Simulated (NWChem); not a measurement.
# AlHF₂; SMILES [F][AlH][F]

Give the equilibrium geometry at PBE0/def2-SVP (NWChem) as a list of bonds and angles, with the point group.

point group C2v; any orientation.
Bonds (Å): Al1–H2 1.563, Al1–F3 1.655, Al1–F4 1.655. Angles (°): H2–Al1–F3 121.3, H2–Al1–F4 121.3, F3–Al1–F4 117.5.
